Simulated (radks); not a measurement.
Tl60+, 21 electrons, occupied as [Ar] 3d3.

Calculated with a radial shooting solver on a logarithmic mesh with Libxc functionals: Dirac Kohn-Sham, exchange-only PBE, spin-unpolarised, spherical densities, finite nucleus; open shells fill j = l - 1/2 first; Fermi nuclear charge, rms radius 5.4759 fm.

Energy parts (hartree):
total: -16629.2962
kinetic: 19748.8281
electron-nucleus: -38221.4082
Hartree: 2063.6725
exchange: -220.3886

Orbitals (lengths in bohr, moments of r in powers of bohr; r(max) is where P^2 peaks):
| orbital | occ. | eigenvalue (hartree) | <r^2> | r(max) | <1/r> | small-component weight |
|---|---|---|---|---|---|---|
| 1s1/2 | 2 | -3299.733 | 0.0003690 | 0.01003 | 99.37 | 9.51e-02 |
| 2s1/2 | 2 | -714.7464 | 0.005476 | 0.05820 | 24.69 | 2.22e-02 |
| 2p1/2 | 2 | -693.8494 | 0.003855 | 0.04267 | 24.61 | 2.22e-02 |
| 2p3/2 | 4 | -617.0265 | 0.005000 | 0.05019 | 19.81 | 1.97e-02 |
| 3s1/2 | 2 | -272.1872 | 0.03242 | 0.1592 | 9.588 | 8.27e-03 |
| 3p1/2 | 2 | -263.8157 | 0.02907 | 0.1478 | 9.503 | 8.19e-03 |
| 3p3/2 | 4 | -244.4285 | 0.03406 | 0.1615 | 8.223 | 7.52e-03 |
| 3d3/2 | 3 | -232.2982 | 0.02512 | 0.1239 | 8.092 | 7.32e-03 |
| 3d5/2 | 0 | -227.9309 | 0.02643 | 0.1276 | 7.804 | 7.14e-03 |
| 4s1/2 | 0 | -140.9110 | 0.1165 | 0.3234 | 4.900 | 4.09e-03 |
| 4p1/2 | 0 | -137.2618 | 0.1121 | 0.3156 | 4.849 | 4.04e-03 |
| 4p3/2 | 0 | -129.9763 | 0.1253 | 0.3358 | 4.370 | 3.81e-03 |

The highest occupied level is 3d3/2 at -6321.2 eV. Summed over all electrons, <r^2> = 0.3740 bohr^2, which gives a Langevin (diamagnetic) susceptibility term of -0.296 x 10^-6 cm^3/mol. The electron density at the nucleus is 2.512e+06 e/bohr^3. For comparison, the ionisation energy in NIST's Atomic Spectra Database is 6392 eV (theoretical). In exact Kohn-Sham theory the highest level is minus the ionisation energy, but local and semilocal functionals leave it too shallow, through self-interaction and a potential that decays too fast; potentials with the right tail come closer. The density falls to 0.001 e/bohr^3 at r = 0.55 bohr.

Beside tabulated values, note that spin-unpolarised runs miss the spin-polarisation part of the exchange energy of open shells.
